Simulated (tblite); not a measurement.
Isomers of C9H13P. Calculated harmonic vibrations of the isolated species, GFN2-xTB (tblite), most abundant isotopes, no scaling. This tight-binding method is rough: wavenumbers can miss measured ones by several per cent, in bad cases by 10 to 20. Modes of hydrogen on phosphorus can be 10 to 20 % off. One conformer each.

Electronic energies: GFN2-xTB at the same geometries; isomer energies are rough at this level and their order can be wrong.

```csv
SMILES,"electronic energy, lowest = 0 (kcal/mol)"
C=Cc1c(C)[pH]c(C)c1C,20.2
CC(C)(C)c1cccpc1,0.0
C=Cc1c(C)c(C)cp1C,18.1
```

Question: How do GFN2-xTB zero-point energies change the relative energies?

Answer: 
| SMILES | ZPE (kcal/mol) | of it from modes above 1550 cm⁻¹ | electronic (kcal/mol) | with ZPE, lowest = 0 (kcal/mol) | lowest mode (cm⁻¹) | rings |
| --- | --- | --- | --- | --- | --- | --- |
| CC(C)(C)c1cccpc1 | 121.3 | 56.5 | 0.0 | 0.0 | 47 | 1 |
| C=Cc1c(C)c(C)cp1C | 118.0 | 61.1 | 18.1 | 14.8 | 73 | 1 |
| C=Cc1c(C)[pH]c(C)c1C | 117.3 | 59.8 | 20.2 | 16.3 | 84 | 1 |

The zero-point energies span 4.0 kcal/mol, from `C=Cc1c(C)[pH]c(C)c1C` to `CC(C)(C)c1cccpc1`. The order is unchanged.

Question: What do entropy and thermal enthalpy add at 298.15 K and 1 bar (rigid rotor, harmonic oscillator, one conformer each)?

Answer: 
| SMILES | point group | symmetry number | S (cal/(mol K)) | H − H(0) (kcal/mol) | ZPE + H − H(0) − TS (kcal/mol) |
| --- | --- | --- | --- | --- | --- |
| CC(C)(C)c1cccpc1 | Cs | 1 | 100.0 | 7.29 | 98.7 |
| C=Cc1c(C)c(C)cp1C | C1 | 1 | 107.3 | 8.28 | 94.2 |
| C=Cc1c(C)[pH]c(C)c1C | C1 | 1 | 107.1 | 8.29 | 93.7 |
